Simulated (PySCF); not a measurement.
How methods differ on the ionisation energy of Tc²⁺

Tc²⁺ [Kr] 4d5 (6S) → Tc³⁺ [Kr] 4d4 (5D), as a difference of total energies. Computed with PySCF 2.14 in aug-cc-pVTZ-PP with one added diffuse shell each of s, p, d, f, g type with ECP28MDF (7s7p6d4f3g, 113 functions), with scalar relativity through the core potential. Correlated levels: valence: 4s2 4p6 frozen. The calculations carry no spin-orbit coupling.

```
           method  ionisation energy (eV)  difference from reference (eV)
              UHF                  28.821                          -0.729
              LDA                  30.056                          +0.506
              PBE                  29.876                          +0.326
             PBE0                  29.849                          +0.299
           r2SCAN                  29.876                          +0.326
            B3LYP                  29.729                          +0.179
          LC-wPBE                  29.718                          +0.168
            TPSSh                  29.620                          +0.070
    MP2 (valence)                  29.468                          -0.082
SCS-MP2 (valence)                  29.036                          -0.514
```

Reference: 29.55 eV (semi-empirical (NIST evaluation); NIST Atomic Spectra Database, ionization energies).

The reference lies between the lowest fine-structure levels, while these numbers refer to the centres of the terms.

Errors of the correlated levels include the incompleteness of this basis and the frozen core.
